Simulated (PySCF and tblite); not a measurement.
The numbers below are computed, except where a source is named.
C5H6O2, numbered as in [CH2:1]=[CH:2][O:3][C:4](=[O:5])[CH:6]=[CH2:7].

Geometries GFN2-xTB; weights from B3LYP-D3(BJ)/pcSseg-1 (IEF-PCM, chloroform) energies and GFN2-xTB thermal corrections, with symmetry numbers and mirror pairs. Conformers within 3 kcal/mol (GFN2-xTB free energy) were kept, 10 at most. Of two unlike H on one atom, a is the less shielded (B3LYP/pcSseg-1 (IEF-PCM, chloroform)). Run with PySCF (density fitting) and tblite.

An NOE distance is ⟨r⁻⁶⟩^(−1/6) over all pairs of like atoms and, for the average, over conformers.

Torsions listed: C1–C2–O3–C4, C2–O3–C4–O5, O3–C4–C6–C7.

```json
{"conformer": "1", "shape": "180°, 0°, 180°", "weight %": "61.2"}
{"conformer": "2", "shape": "180°, 0°, 0°", "weight %": "38.2"}
{"conformer": "3", "shape": "0°, 0°, 180°", "weight %": "0.4"}
{"conformer": "4", "shape": "0°, 0°, 0°", "weight %": "0.2"}
```

Problem. Which H–H contacts under 3.5 Å would NOEs report (pairs on one atom left out) at 298.15 K?

Solution. 
```
      pair  in 1 (Å)  in 2 (Å)  in 3 (Å)  in 4 (Å)  average (Å)
H1b ··· H2      2.48      2.47      2.43      2.43         2.48
H6 ··· H7b      2.49      2.47      2.49      2.46         2.48
H6 ··· H7a      3.07      3.07      3.07      3.07         3.07
H1a ··· H2      3.08      3.08      3.08      3.08         3.08
```

Longer pairs under the limit may be missing.

Problem. In a model where alignment follows shape alone (order matrix 0.0005 × (3G/tr G − 1)/2, G the second moments of the atom positions; splitting J + 2D), what are the one-bond C–H dipolar couplings D?

Solution. H1a 3.0 Hz (3.8 in conformer 1), H1b -6.9 Hz (-6.6 in conformer 1), H2 2.9 Hz (3.6 in conformer 1), H6 0.8 Hz (3.1 in conformer 1), H7b -5.8 Hz (-5.0 in conformer 1), H7a 0.9 Hz (3.4 in conformer 1).

The minima are those of GFN2-xTB; planar forms about aryl–S or allylic bonds may be saddles in DFT.


Conformer gaps in pcSseg-1 on xTB geometries can be 2 kcal/mol off for S=O, P=O and other polar bonds.